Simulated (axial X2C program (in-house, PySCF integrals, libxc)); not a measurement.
Which molecule has these constants?

All values come from calculations with an in-house all-electron X2C program for linear molecules (integrals from PySCF), spin-free (one-electron X2C) or two-component (2c: spin–orbit coupling with atomic mean-field Coulomb and Gaunt terms, which also bring small scalar terms), in Dyall basis sets with cores contracted in-house; open shells are unrestricted.

A two-component PBE0 calculation in a Dyall 3-zeta basis gave Re = 3.227 Å, ωe = 116.1 cm⁻¹, De = 0.61 eV, Ω = 3.

**Question.** Which molecule is it?
A. CrH⁺
B. NaCr⁺
C. LiCr⁺

**Answer.** B. The others have CrH⁺ 1.597 Å and 1817.9 cm⁻¹ (Ω = 2); LiCr⁺ 2.907 Å and 216.3 cm⁻¹ (Ω = 3).

Each entry is the lowest single determinant of a limited PBE0 search at one distance. De goes to single-determinant-based atoms at the same level (for ions the charge split of lowest energy) and is withheld (n/a) where an atom does not fit its ground term or J level. Main or longest-lived isotopes. One determinant is a doubtful description, or other states lie close, for NaCr⁺, CrH⁺, LiCr⁺; these need not be ground states, and all values refer to the states named. Some open-shell Ω = 0 determinants are out of reach, so the Ω given for NaCr⁺, CrH⁺, LiCr⁺ need not be the lowest component. With several unpaired electrons the Ω given is that of one determinant, not necessarily of the lowest component.
